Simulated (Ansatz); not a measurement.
`BSC(=C)CF` + `C#C[SiH2]O` → `BO[SiH2]C#C` + `C=C(S)CF`  (ligand exchange at a B–S bond)

Computed with Ansatz on PBE0-D4/def2-TZVP structures; ΔE is electronic, products minus reactants. CCSD(T)/CBS is the MP2 limit (def2-TZVPP, def2-QZVPP) plus CCSD(T) − MP2 in def2-TZVPP, frozen cores. DFT in def2-TZVPP. One conformer a species, not always the lowest.

Problem. Is it downhill or uphill in electronic energy at CCSD(T)/CBS, and by how much? (Estimate.)

Solution. The calculation gave: Downhill: ΔE = -82.7 kJ/mol.

Problem. What do these levels give: ωB97M-V, r2SCAN, PBE0, CCSD(T)/def2-TZVPP, HF/def2-QZVPP, CCSD/CBS(def2)? (An estimate is asked.)

Solution. Computed: ωB97M-V -79.5, r2SCAN -70.5, PBE0 -66.5, CCSD(T)/def2-TZVPP -83.9, HF/def2-QZVPP -149.6, CCSD/CBS(def2) -93.5 kJ/mol.

Largest T1 diagnostic among the species: 0.014.

In def2-TZVPP, CCSD(T) changes the Hartree–Fock value by +64.2 kJ/mol (the triples alone add +10.9 kJ/mol) and MP2 by +84.3 kJ/mol. From PBE to PBE0 (25 % exact exchange), in def2-TZVPP and without D4, ΔE moves by −3.8 kJ/mol. The D4 term adds +4.0 kJ/mol with B3LYP and +1.9 kJ/mol with PBE0; it sums over pairs of atoms, weighted by their polarisabilities, and B3LYP, whose exchange is more repulsive, gets the larger term.

B3LYP here is the variant with VWN-RPA as its local correlation; programs differ in this.
